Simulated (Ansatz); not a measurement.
Molecule: LuF, net charge 0, singlet state. SMILES: [F][Lu]
Structure (B3LYP-D3(BJ)/def2-TZVP (Ansatz, a quantum-chemistry and plane-wave program) minimum search):
```
Lu
F 1 1.9192
```
Charge 0, spin multiplicity 1.

Question: Give the harmonic wavenumbers at B3LYP-D3(BJ)/def2-TZVP (Ansatz, finite differences of forces, unscaled).

Answer: 607 cm⁻¹. Zero-point energy 0.9 kcal/mol.

Question: From these and the geometry, give the ideal-gas thermochemistry at 298.15 K and 1 atm (rigid rotor, harmonic oscillator).

Answer: Point group C∞v, rotational symmetry number 1. Rotational constants 8.006, 8.006 GHz. S(trans) 41.69, S(rot) 15.21, S(vib) 0.44, S(elec, spin only) 0.00, S 57.3 cal/(mol K). H(298) - H(0) 2.17 kcal/mol; G - E(el) -14.1 kcal/mol.
